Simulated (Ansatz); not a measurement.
`F[Si@H]1[O][Ge@H]1[SiH3]` → F• + Ge• + 5 H• + O• + 2 Si•  (atomization)

Calculated with Ansatz (gas phase, PBE0-D4/def2-TZVP geometries, no zero-point term in ΔE). CCSD(T)/CBS adds triple-zeta CCSD(T) − MP2 to the extrapolated MP2 energy (def2 sets, frozen cores). This one scheme is used for every species, atoms too. Functionals use def2-TZVPP. No spin–orbit coupling; open shells (•) take unrestricted orbitals. Spin–orbit coupling would lower the free atoms: a little for F, O, Si; clearly for Ge. Bonds to Ge are less sure, by a few kJ/mol each and by 10 to 20 or more in all where they break to atoms, as the def2 sets lack core-valence functions. Scalar relativity is left out up to krypton.

What is ΔE at CCSD(T)/CBS? (An estimate is asked.)

The calculation gave: +3267.8 kJ/mol.

What do these levels give: r2SCAN-D4, r2SCAN, PBE0, HF/def2-TZVPP, MP2/def2-TZVPP, SCS-MP2/def2-TZVPP? (Estimate.)

Ansatz gave: r2SCAN-D4 3263.5, r2SCAN 3257.7, PBE0 3175.2, HF/def2-TZVPP 2311.3, MP2/def2-TZVPP 3220.4, SCS-MP2/def2-TZVPP 3207.1 kJ/mol.

Largest T1 diagnostic among the species: 0.015.

The D4 term adds +39.6 kJ/mol with B3LYP and +20.9 kJ/mol with PBE0; it sums over pairs of atoms, weighted by their polarisabilities, and B3LYP, whose exchange is more repulsive, gets the larger term. From PBE to PBE0 (25 % exact exchange), in def2-TZVPP and without D4, ΔE moves by −57.3 kJ/mol: exact exchange takes away binding that semilocal exchange gives to molecules. In def2-TZVPP, CCSD(T) changes the Hartree–Fock value by +858.8 kJ/mol (the triples alone add +54.4 kJ/mol) and MP2 by +909.0 kJ/mol; breaking electron pairs costs correlation energy, which Hartree–Fock lacks.

B3LYP here is the variant with VWN-RPA as its local correlation; programs differ in this.

For atomizations the MP2-based limit and the directly extrapolated one differ by several kJ/mol either way, and by 10 to 25 for some Ge, Se and Sn compounds, so smaller differences from it don't rank the levels.
